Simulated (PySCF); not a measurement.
C3H3 (SMILES C#C[CH2-]), charge -1, singlet, geometry from GFN2-xTB; PySCF with MP2/6-311G**.

The PySCF input:
```python
from pyscf import gto, scf, mp

mol = gto.M(
    atom='''
C    -0.000588   -0.067353    0.131452
C     0.012727    0.421654    1.286929
C    -0.009166   -0.235089   -1.200541
H     0.008172   -0.086694    2.252544
H     0.909339   -0.330062   -1.783745
H    -0.935345   -0.298514   -1.775838
''',
    basis='6-311g**',
    charge=-1,
    spin=0,
    verbose=4,
)

mf = scf.RHF(mol)
mf.kernel()

pt = mp.MP2(mf, frozen=3)
pt.kernel()
print('E(MP2) = %.10f' % pt.e_tot)
```

It wrote (shortened):

```
PySCF version 2.14.0

[INPUT] verbose = 4
[INPUT] num. atoms = 6
[INPUT] num. electrons = 22
[INPUT] charge = -1
[INPUT] spin (= nelec alpha-beta = 2S) = 0
[INPUT] symmetry False subgroup None
[INPUT] Mole.unit = angstrom
[INPUT] Symbol           X                Y                Z      unit          X                Y                Z       unit  Magmom
[INPUT]  1 C     -0.000588000000  -0.067353000000   0.131452000000 AA   -0.001111158961  -0.127278723668   0.248408278526 Bohr   0.0
[INPUT]  2 C      0.012727000000   0.421654000000   1.286929000000 AA    0.024050544387   0.796810579327   2.431943351760 Bohr   0.0
[INPUT]  3 C     -0.009166000000  -0.235089000000  -1.200541000000 AA   -0.017321229658  -0.444253824898  -2.268693691311 Bohr   0.0
[INPUT]  4 H      0.008172000000  -0.086694000000   2.252544000000 AA    0.015442841890  -0.163827916643   4.256691243532 Bohr   0.0
[INPUT]  5 H      0.909339000000  -0.330062000000  -1.783745000000 AA    1.718401664386  -0.623726784126  -3.370789526062 Bohr   0.0
[INPUT]  6 H     -0.935345000000  -0.298514000000  -1.775838000000 AA   -1.767545881981  -0.564109704348  -3.355847461595 Bohr   0.0

nuclear repulsion = 53.3629357410301
number of shells = 36
number of NR pGTOs = 117
number of NR cGTOs = 72
basis = 6-311g**
ecp = {}

******** <class 'pyscf.scf.hf.RHF'> ********
method = RHF
initial guess = minao
damping factor = 0
level_shift factor = 0
DIIS = <class 'pyscf.scf.diis.CDIIS'>
diis_start_cycle = 1
diis_space = 8
diis_damp = 0
SCF conv_tol = 1e-09
SCF conv_tol_grad = None
SCF max_cycles = 50
direct_scf = True
direct_scf_tol = 1e-13
Set gradient conv threshold to 3.16228e-05
Initial guess from minao.
init E= -115.654562741428
  HOMO = -0.151624078577736  LUMO = 0.0884849823715303  gap/eV = 6.53370
cycle= 1 E= -115.193476630854  delta_E= 0.461  |g|= 0.343  |ddm|= 1.98
  HOMO = 0.00667538959337577  LUMO = 0.347761398761307  gap/eV = 9.28142
cycle= 2 E= -115.234089357673  delta_E= -0.0406  |g|= 0.133  |ddm|= 0.769
  HOMO = -0.0391612610545522  LUMO = 0.352335890739882  gap/eV = 10.65318
cycle= 3 E= -115.239458468878  delta_E= -0.00537  |g|= 0.0452  |ddm|= 0.22
  HOMO = -0.0385836550896599  LUMO = 0.351920068068586  gap/eV = 10.62615
cycle= 4 E= -115.240399162335  delta_E= -0.000941  |g|= 0.0162  |ddm|= 0.0824
  HOMO = -0.0372708223389289  LUMO = 0.353096700747526  gap/eV = 10.62244
cycle= 5 E= -115.24053125601  delta_E= -0.000132  |g|= 0.00689  |ddm|= 0.0239
  HOMO = -0.0380651249003989  LUMO = 0.352935825191719  gap/eV = 10.63968
cycle= 6 E= -115.240589006568  delta_E= -5.78e-05  |g|= 0.00335  |ddm|= 0.0208
  HOMO = -0.0384870550748815  LUMO = 0.352982989091115  gap/eV = 10.65244
cycle= 7 E= -115.240603542236  delta_E= -1.45e-05  |g|= 0.00125  |ddm|= 0.0108
  HOMO = -0.0386426884215538  LUMO = 0.353022159050072  gap/eV = 10.65774
cycle= 8 E= -115.240605876475  delta_E= -2.33e-06  |g|= 0.000443  |ddm|= 0.00446
  HOMO = -0.0386613697949763  LUMO = 0.352994444929902  gap/eV = 10.65750
cycle= 9 E= -115.240606089854  delta_E= -2.13e-07  |g|= 0.000115  |ddm|= 0.00172
  HOMO = -0.0386537955139516  LUMO = 0.352988864708654  gap/eV = 10.65714
cycle= 10 E= -115.240606107782  delta_E= -1.79e-08  |g|= 2.54e-05  |ddm|= 0.000631
  HOMO = -0.0386523519572499  LUMO = 0.352986271439043  gap/eV = 10.65703
cycle= 11 E= -115.240606108517  delta_E= -7.35e-10  |g|= 5.38e-06  |ddm|= 0.000128
  HOMO = -0.0386525730749305  LUMO = 0.352986104834583  gap/eV = 10.65703
Extra cycle  E= -115.240606108534  delta_E= -1.72e-11  |g|= 2.23e-06  |ddm|= 1.6e-05
converged SCF energy = -115.240606108534

******** <class 'pyscf.mp.mp2.RMP2'> ********
nocc = 8, nmo = 69
frozen orbitals 3
E(RMP2) = -115.664553636064  E_corr = -0.423947527530064
E(SCS-RMP2) = -115.657519656193  E_corr = -0.416913547659602
E_corr(same-spin) = -0.105950175434393
E_corr(oppo-spin) = -0.31799735209567
E(MP2) = -115.6645536361
```
